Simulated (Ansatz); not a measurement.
```xyz
8

N     1.017    0.873    0.694
B    -0.077    0.146    0.271
C    -0.663   -0.789   -0.788
S    -1.747   -0.292    0.653
H     1.015    1.423    1.536
H     1.882    0.896    0.185
H    -1.009   -0.409   -1.746
H    -0.418   -1.847   -0.804
```

Total charge 0; spin multiplicity 1.

(1) List the PBE/def2-TZVPP orbital energies in eV (the Gaussian-basis code of Ansatz). (Best estimate.)

Results:

(1) Ansatz gave: Occupied: -2395.24, -380.81, -269.26, -208.18, -177.29, -154.34, -154.22, -154.12, -21.91, -19.60, -14.84, -12.83, -12.67, -10.63, -10.58, -7.62, -7.50, -6.54, -5.56. Lowest empty: -0.57, -0.31, 0.07, 1.19, 1.57, 1.92, 2.06, 2.92.
